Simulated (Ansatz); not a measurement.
Job for Ansatz (a program for electronic structure): R-B3LYP-D3(BJ)/def2-TZVP on HISe (SMILES [SeH]I). Elements past Kr take the def2 small-core potentials; no spin–orbit coupling.

Ansatz 0.2 input:
```yaml
crystal:
  periodic: [false, false, false]
  atoms:
    - {symbol: Se, position_ang: [-0.17987540, -0.24082509, 0.86141724]}
    - {symbol: H, position_ang: [-1.13471184, -0.70019342, -0.17323293]}
    - {symbol: I, position_ang: [1.29800287, 0.96470430, -0.72334413]}
basis:
  gaussian:
    orbitals: def2-TZVP
hamiltonian:
  xc: b3lyp
  dispersion: d3bj
relax: {f_tol: 0.003, max_steps: 120}
```

The log:

```
WARN ansatz: RAYON_NUM_THREADS=1 ignored (pool sized by the plan → 1); use --threads N
Functional definition: B3LYP
integrals: 0.03 GiB planned
864 factors; their error is unknown
mean field: 0.34 GiB planned
mean field evaluation 1: about -73470.1872 eV, gradient 9.6e0 eV
mean field evaluation 2: about -73470.2684 eV, gradient 5.3e0 eV
mean field evaluation 4: about -73470.3519 eV, gradient 3.7e-1 eV
mean field evaluation 8: about -73470.9054 eV, gradient 6.6e-1 eV
mean field evaluation 16: about -73470.9057 eV, gradient 6.5e-5 eV
mean field -73470.90566818 eV, -2700.0059829372 hartree, gradient 6.5e-5 eV, S^2 0.000000; 0 other end points of the search recorded, 0 dependent functions left out
the calculation of the forces begins
reference -73470.90585989 eV, -2700.0059899824 hartree; 30, 30 occupied and 74, 74 virtual orbitals, 864 factors
relax step   1: F+E_penalty+E_count = -73471.04231267 eV  Δ(F+E_penalty+E_count) = +0.000e0 eV  max|allowed force component| = 5.589e-1 eV/Å  Δτ_max = 0.0000 Å  (28 SCF iters, accepted)
these checks for a lower state are left out or cut short: starts, cluster_reference, orbital_swaps, neighbouring_geometries, increment
integrals: 0.03 GiB planned
864 factors; their error is unknown
mean field: 0.34 GiB planned
mean field -73470.91740097 eV, -2700.0064141091 hartree, gradient 2.0e-5 eV, S^2 0.000000; 0 other end points of the search recorded, 0 dependent functions left out
the calculation of the forces begins
reference -73470.91759399 eV, -2700.0064212024 hartree; 30, 30 occupied and 74, 74 virtual orbitals, 864 factors
relax step   2: F+E_penalty+E_count = -73471.05228572 eV  Δ(F+E_penalty+E_count) = -9.973e-3 eV  max|allowed force component| = 3.330e-1 eV/Å  Δτ_max = 0.0730 Å  (32 SCF iters, accepted)
these checks for a lower state are left out or cut short: starts, cluster_reference, orbital_swaps, neighbouring_geometries, increment
integrals: 0.03 GiB planned
864 factors; their error is unknown
mean field: 0.34 GiB planned
mean field evaluation 32: about -73470.9305 eV, gradient 1.1e-5 eV
mean field -73470.93045329 eV, -2700.0068937732 hartree, gradient 1.1e-5 eV, S^2 0.000000; 0 other end points of the search recorded, 0 dependent functions left out
the calculation of the forces begins
reference -73470.93064566 eV, -2700.0069008425 hartree; 30, 30 occupied and 74, 74 virtual orbitals, 864 factors
relax step   3: F+E_penalty+E_count = -73471.06636452 eV  Δ(F+E_penalty+E_count) = -1.408e-2 eV  max|allowed force component| = 7.841e-2 eV/Å  Δτ_max = 0.0396 Å  (32 SCF iters, accepted)
these checks for a lower state are left out or cut short: starts, cluster_reference, orbital_swaps, neighbouring_geometries, increment
integrals: 0.03 GiB planned
864 factors; their error is unknown
mean field: 0.34 GiB planned
mean field -73470.93069841 eV, -2700.0069027811 hartree, gradient 8.9e-6 eV, S^2 0.000000; 0 other end points of the search recorded, 0 dependent functions left out
the calculation of the forces begins
reference -73470.93089075 eV, -2700.0069098494 hartree; 30, 30 occupied and 74, 74 virtual orbitals, 864 factors
relax step   4: F+E_penalty+E_count = -73471.06661247 eV  Δ(F+E_penalty+E_count) = -2.480e-4 eV  max|allowed force component| = 1.067e-2 eV/Å  Δτ_max = 0.0059 Å  (33 SCF iters, accepted)
these checks for a lower state are left out or cut short: starts, cluster_reference, orbital_swaps, neighbouring_geometries, increment
integrals: 0.03 GiB planned
864 factors; their error is unknown
mean field: 0.34 GiB planned
mean field -73470.93069826 eV, -2700.0069027755 hartree, gradient 8.8e-6 eV, S^2 0.000000; 0 other end points of the search recorded, 0 dependent functions left out
the calculation of the forces begins
reference -73470.93089059 eV, -2700.0069098437 hartree; 30, 30 occupied and 74, 74 virtual orbitals, 864 factors
relax step   5: F+E_penalty+E_count = -73471.06662396 eV  Δ(F+E_penalty+E_count) = -1.149e-5 eV  max|allowed force component| = 1.305e-3 eV/Å  Δτ_max = 0.0013 Å  (33 SCF iters, accepted)
integrals: 0.03 GiB planned
864 factors; their error is unknown
mean field: 0.34 GiB planned
mean field evaluation 64: about -73470.3778 eV, gradient 3.9e-2 eV
mean field -73470.93069826 eV, -2700.0069027755 hartree, gradient 8.8e-6 eV, S^2 0.000000; 1 other end points of the search recorded, 0 dependent functions left out
the calculation of the forces begins
reference -73470.93089059 eV, -2700.0069098437 hartree; 30, 30 occupied and 74, 74 virtual orbitals, 864 factors
Total energy: -73471.06681630 eV, -2700.0119050211 hartree
Atom 0 at    -0.200008    -0.256431     0.877746 Å, force    -0.001305    -0.000690    -0.001013 eV/Å
Atom 1 at    -1.135857    -0.701468    -0.169809 Å, force     0.001046     0.000486     0.001244 eV/Å
Atom 2 at     1.319281     0.981586    -0.743097 Å, force     0.000259     0.000204    -0.000231 eV/Å
Dipole moment:    -0.132741    -0.081160    -0.032382 e Å
```

Self-consistency was reached.

Cost: very roughly 15 core-seconds.
